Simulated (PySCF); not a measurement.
## Excited states of Ce⁴⁶⁺ (cerium, charge +46)

Ground state [Ne] 3s2, ¹S. All numbers are calculated (PySCF 2.14, the spin-free X2C one-electron Hamiltonian (Gaussian nucleus), in an uncontracted even-tempered set (20 s from 1.6 bohr⁻², ratio 2.5; 14 p from 2.08 bohr⁻², ratio 2.5; 7 d from 2.44 bohr⁻², ratio 2.7; 4 f from 72 bohr⁻², ratio 2.7)). Vertical excitation energies in eV without spin-orbit coupling; excited terms of each kind are numbered among those the solver found. Frozen: 1s2.

```csv
term,leading excitation,EOM-EE-CCSD
1 3P°,3s → p,176.75
1 1P°,3s → p,215.37
1 3D,3s → d,390.36
1 1D,3s → d,428.64
```

The spin-orbit splitting of the hole, absent here, rivals or exceeds the spacing of these terms, so the LS terms are model states.

Only the lower part of the computed list is shown. Doubly excited terms such as np² are absent. The solver can miss terms. The 25 highest virtual orbitals were dropped.
